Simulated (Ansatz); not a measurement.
Saddle point of Si2PH9O, singlet (Si₂H₆O ([SiH3][O][SiH3]) + PH₃ → Si₂PH₇O ([SiH3][O][SiH2][PH2]) + H₂; bonds formed: Si1–P8, H2–H7; bonds broken: Si1–H2, H7–P8), PBE0-D4/def2-TZVP structure:

| atom | x (Å) | y (Å) | z (Å) |
| --- | --- | --- | --- |
| Si1 | -0.7792 | 0.8600 | 0.0983 |
| H2 | 1.0173 | 0.3927 | -0.1648 |
| O3 | -0.9219 | -0.4544 | 1.0838 |
| Si4 | 0.1965 | -1.4959 | 1.6945 |
| H5 | -2.2200 | 1.0977 | -0.2041 |
| H6 | -0.2368 | 2.1114 | 0.6881 |
| H7 | 1.3911 | 0.9727 | -1.1857 |
| P8 | 0.1216 | 0.9881 | -2.0329 |
| H9 | 1.2498 | -0.7817 | 2.4620 |
| H10 | -0.5301 | -2.4184 | 2.6012 |
| H11 | 0.8381 | -2.2824 | 0.6082 |
| H12 | -0.4145 | 1.3874 | -3.3182 |
| H13 | 0.2882 | -0.3773 | -2.3302 |

Energies are electronic, without zero-point energy. Barriers and step energies count from the start structure reached by relaxing down the imaginary mode; all methods use the PBE0-D4 structures, on which another method's saddle can fall below an end. Computed with Ansatz 0.2.0 (basis: def2-TZVPP, with def2-QZVPP for the basis limit); correlated methods freeze the cores. B3LYP uses VWN-RPA correlation. Extrapolation: Hartree–Fock as exp(−7.88 √X), correlation as X^−2.97.

| method | barrier (eV) | step energy (eV) |
| --- | --- | --- |
| SPW92 | 1.717 | 0.007 |
| PBE-D4 | 2.002 | -0.077 |
| BLYP-D4 | 2.313 | -0.014 |
| r2SCAN-D4 | ? | -0.049 |
| B97M-V | 2.294 | -0.012 |
| PBE0-D4 | 2.258 | -0.030 |
| B3LYP-D4 | 2.506 | 0.027 |
| r2SCAN0-D4 | 2.404 | -0.009 |
| BHLYP-D4 | 2.823 | 0.090 |
| CAM-B3LYP-D4 | 2.675 | 0.088 |
| wB97X-V | ? | 0.041 |
| wB97M-V | 2.611 | 0.049 |
| B2PLYP | ? | 0.083 |
| PBE-QIDH | 2.514 | 0.030 |
| RPA on PBE | 2.696 | 0.097 |
| HF | 3.595 | 0.261 |
| MP2 | 2.606 | 0.009 |
| CCSD | 2.829 | 0.106 |
| CCSD(T) | 2.658 | 0.059 |

Question: Fill in the withheld barriers. (Judge from chemistry; the value comes from the calculation.)

Answer: The calculation gives: r2SCAN-D4 2.222; wB97X-V 2.649; B2PLYP 2.658 eV. Each is the energy of the saddle less that of the start structure, by the same method.

For comparison, the barrier by CCSD(T) at an estimated basis limit (MP2 extrapolated from triple and quadruple zeta, plus CCSD(T) − MP2 in triple zeta) is 2.584 eV.

No T1 diagnostic of these runs exceeds 0.015.

Labels in which every atom is bracketed show which atoms are joined, not bond orders.

For scale, one of the runs: CCSD(T)/def2-TZVPP, 283 basis functions, launched by `ansatz run in.yaml --threads 8 --pin off --events-out ev --progress --plain --max-ram 19148MiB`. Hardware: 8 CPU threads of an Arm Neoverse V2, shared host. Wall time 86 s; peak host memory 7.6 GiB.
